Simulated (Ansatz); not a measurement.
Reaction (formal exchange of groups at a Ta–C bond): `[CH3][Ta]([OH])([OH])=[S]` + `NC(F)=C=O` → `[OH][Ta]([OH])([F])=[S]` + `CC(N)=C=O`

Computed with Ansatz on PBE0-D4/def2-TZVP structures; ΔE is electronic, products minus reactants. CBS: MP2 limit from def2 TZ/QZ plus the TZ coupled-cluster correction, frozen cores. Functionals use def2-TZVPP. Elements past krypton have def2 core potentials. For Ta outer-core shells are correlated without core-valence functions, which leaves a few kJ/mol of doubt a bond. One conformer a species, not always the lowest.

```
 level  ΔE (kJ/mol)
revPBE       -227.8
 BHLYP       -239.4
```

Problem. What does CCSD(T)/CBS give? (Estimate.)

Solution. The calculation gave: -236.6 kJ/mol. The listed levels differ from it by 8.8, -2.8 kJ/mol.

Largest T1 diagnostic among the species: 0.020, so the coupled-cluster value is less sure than usual.

Leaving LDA and LC-ωPBE aside and taking each functional with its dispersion term where it has one, the values, not all of them listed here, spread over 13.1 kJ/mol, from B97M-V to PBE-D4. LDA lies +6.6 kJ/mol from PBE without D4. From BLYP to BHLYP (50 % exact exchange), in def2-TZVPP and without D4, ΔE moves by −9.2 kJ/mol.
